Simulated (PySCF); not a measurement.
BF2, SMILES F[B]F (connectivity only; charge and spin as stated), charge +1, multiplicity 1.

Geometry: PBE0-D3(BJ)/def2-TZVP. The spin state was assumed, not searched. The isomer is the one that the SMILES or the coordinates give; other isomers of the formula were not compared.

Two levels are set side by side: PBE/def2-TZVPD (PySCF) and PBE0/def2-TZVPD (PySCF). Same geometry, gas phase. Differences are taken from unrounded values.

```tsv
quantity	PBE0	PBE	PBE minus PBE0
orbital gap (eV)	14.31	11.10	-3.21
highest occupied level (eV)	-22.69	-20.56	2.13
lowest empty level (eV)	-8.39	-9.46	-1.08
mean polarisability (bohr³)	10.3	10.9	0.6
```

PBE's occupied levels lie high since its potential decays too fast outside the molecule; exact exchange lowers them and widens the gap. PBE's more diffuse valence density responds more strongly to a field. Differences between two approximate levels are no errors against the true value.

Rough cost on one machine, each run with all the roots and properties that it gave: PBE0 against PBE within a factor of 2.
